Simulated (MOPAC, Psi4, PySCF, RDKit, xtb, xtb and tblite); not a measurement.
Two geometries of SMILES C(SC)CC(C)C, relaxed at GFN2-xTB with one dihedral held; other torsions can differ between them too.

Structure A

```
21

C      3.3115     0.1854     0.0057
S      2.5675    -1.4183     0.4184
C      0.8800    -0.8786     0.8506
C      0.0868    -0.3824    -0.3529
C     -1.4214    -0.6185    -0.2132
C     -2.1282    -0.2392    -1.5128
C     -2.0019     0.1782     0.9531
H      3.1976     0.8620     0.8481
H      4.3637     0.0025    -0.1842
H      2.8400     0.5933    -0.8835
H      0.4203    -1.7749     1.2677
H      0.9645    -0.1264     1.6344
H      0.2731     0.6821    -0.5113
H      0.4355    -0.9194    -1.2390
H     -1.5865    -1.6854    -0.0261
H     -1.9805     0.8165    -1.7314
H     -3.1965    -0.4256    -1.4331
H     -1.7405    -0.8203    -2.3464
H     -1.8277     1.2427     0.8082
H     -1.5485    -0.1212     1.8946
H     -3.0748     0.0150     1.0256
```

Structure B

```
21

C      3.3468     0.1959     0.0431
S      2.5739    -1.4310     0.2688
C      0.8990    -0.9228     0.7843
C      0.0694    -0.3834    -0.3696
C     -1.3413     0.0472     0.0517
C     -2.1841     0.3246    -1.1921
C     -1.3128     1.2849     0.9456
H      3.2216     0.7837     0.9484
H      4.4006     0.0149    -0.1396
H      2.9085     0.7047    -0.8105
H      0.4462    -1.8232     1.1987
H      1.0233    -0.1887     1.5799
H      0.5767     0.4739    -0.8187
H     -0.0043    -1.1623    -1.1318
H     -1.8031    -0.7763     0.6085
H     -1.7443     1.1314    -1.7750
H     -3.1937     0.6159    -0.9119
H     -2.2454    -0.5599    -1.8219
H     -0.8158     2.1090     0.4371
H     -0.7913     1.0883     1.8788
H     -2.3265     1.5959     1.1879
```

Task: Which is lower in energy at the level Psi4 with PBE0-D3(BJ)/def2-SVP // GFN2-xTB, and by how much?

Result: B is lower, by 3.70 kJ/mol (dihedral S2–C3–C4–C5: 150° in A, 180° in B).

E(B) − E(A) in kJ/mol at the other levels, on the same two geometries: GFN2-xTB (xtb and tblite) -1.32; MMFF94 // GFN2-xTB (RDKit) -4.09; PBE0/def2-SVP // GFN2-xTB (Psi4) -3.66; PBE/def2-SVP // GFN2-xTB (Psi4) -3.75; PBE-D3(BJ)/def2-SVP // GFN2-xTB (Psi4) -3.76; UFF // GFN2-xTB (RDKit) -3.22; AM1, restricted, heats of formation // GFN2-xTB (MOPAC) -1.98; PM6, restricted, heats of formation // GFN2-xTB (MOPAC) -1.93; GFN1-xTB // GFN2-xTB (xtb) -2.04; restricted B3LYP/6-31G*, spherical d, density fitting // GFN2-xTB (PySCF) -4.19; restricted Hartree-Fock/3-21G, density fitting // GFN2-xTB (PySCF) -4.74; restricted MP2 (frozen core)/3-21G // GFN2-xTB (PySCF) -5.15; restricted BP86/6-31G*, spherical d, density fitting // GFN2-xTB (PySCF) -4.03.
